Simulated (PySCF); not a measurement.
A calculated (LC-wPBE, PySCF 2.14, aug-cc-pVDZ-DK, scalar relativity by spin-free X2C-1e) atom or ion has these occupied shells.

```
shell  electrons  orbital energy (eV)  rms radius, mean of both spins (bohr)
 1s α          1              -5392.7                                 0.0767
 1s β          1              -5392.6                                 0.0767
 2s α          1              -634.50                                  0.334
 2s β          1              -633.71                                  0.334
 2p α          3              -534.80                                  0.304
 2p β          3              -534.16                                  0.304
 3s α          1              -100.96                                   1.01
 3s β          1              -98.711                                   1.01
 3p α          3              -73.888                                   1.10
 3p β          3              -71.435                                   1.10
 3d α          2              -33.814                                   1.32
 4s α          1              -23.690                                   2.85
```

Task: Name the element and its charge.

Result: V²⁺ (vanadium, charge +2), in [Ar] 3d2 4s1, high-spin 4F determinant (an excited configuration).
